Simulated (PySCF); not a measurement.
CH5FO2Si2, SMILES O1CO[Si@H](F)[SiH2]1. Atoms are numbered in the order given.

```xyz
11

F      2.0641    -0.8816    -0.4172
Si     0.9997    -0.1304     0.5562
O      0.5098     1.3232    -0.0984
C     -0.6942     1.4273    -0.8103
O     -1.6162     0.4252    -0.4883
Si    -1.1664    -0.9607     0.3591
H      1.7149     0.1416     1.8244
H     -0.4792     1.3869    -1.8941
H     -1.1433     2.4044    -0.5673
H     -1.3474    -2.1845    -0.4736
H     -1.9722    -1.0900     1.6071
```

Coordinates come from a PBE0-D3(BJ)/def2-SVP optimisation. The structure was generated by enumeration; whether it is a known compound was not checked. One conformer was computed; it need not be the lowest.

Two levels are set side by side: PBE/pcSseg-1 (PySCF) and KT2/pcSseg-1 (PySCF). GIAO shifts against CFCl3 (¹⁹F), H2O (¹⁷O), TMS (²⁹Si), TMS (¹H), TMS (¹³C) at the same level; non-relativistic, no solvent, atoms listed together averaged. Differences are taken from unrounded values.

| quantity | PBE |
|---|---|
| δ(¹⁹F) of F1 (ppm) | -181.0 |
| δ(²⁹Si) of Si2 (ppm) | 0.4 |
| δ(¹⁷O) of O3 (ppm) | 163.5 |
| δ(¹³C) of C4 (ppm) | 103.4 |
| δ(¹⁷O) of O5 (ppm) | 80.0 |
| δ(²⁹Si) of Si6 (ppm) | -39.7 |
| δ(¹H) of H7 (ppm) | 5.96 |
| δ(¹H) of H8, H9 (ppm) | 6.07 |

**Question.** These are the PBE values. What does KT2 give? (The exact figures need the calculation; the answer reports its results.)

**Answer.** 
```csv
quantity,KT2,PBE minus KT2
δ(¹⁹F) of F1 (ppm),-188.7,7.7
δ(²⁹Si) of Si2 (ppm),2.3,-1.9
δ(¹⁷O) of O3 (ppm),160.5,3.0
δ(¹³C) of C4 (ppm),101.7,1.7
δ(¹⁷O) of O5 (ppm),76.7,3.3
δ(²⁹Si) of Si6 (ppm),-37.9,-1.7
δ(¹H) of H7 (ppm),5.92,0.04
"δ(¹H) of H8, H9 (ppm)",6.03,0.04
```

Rough cost on one machine, each run with all the roots and properties that it gave: KT2 against PBE within a factor of 2.
